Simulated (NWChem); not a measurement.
Molecule: AlH₂Se₂F; SMILES [Al]([SeH])([F])[SeH]

```xyz
6

Al     0.0000     0.0000    -0.6510
F      0.0000     0.0000    -2.3291
Se     2.0769     0.0000     0.3820
H      1.4370     0.0000     1.7243
Se    -2.0769     0.0000     0.3820
H     -1.4370     0.0000     1.7243
```
Atoms are numbered in this order, from 1.

Results from NWChem. Pople sets run with spherical d functions. Geometry: optimised at PBE-D3(BJ)/def2-SVP. Level MN15/6-31G*: energy and gradient on several grids; changes count from the extra-fine grid, which is no exact limit either.

```csv
grid,size of the energy change (μHa),largest change of a gradient component (μHa/bohr)
xcoarse,30000,8000
coarse,200,1000
medium,30,300
fine,10,< 30
xfine,< 10,< 30
```
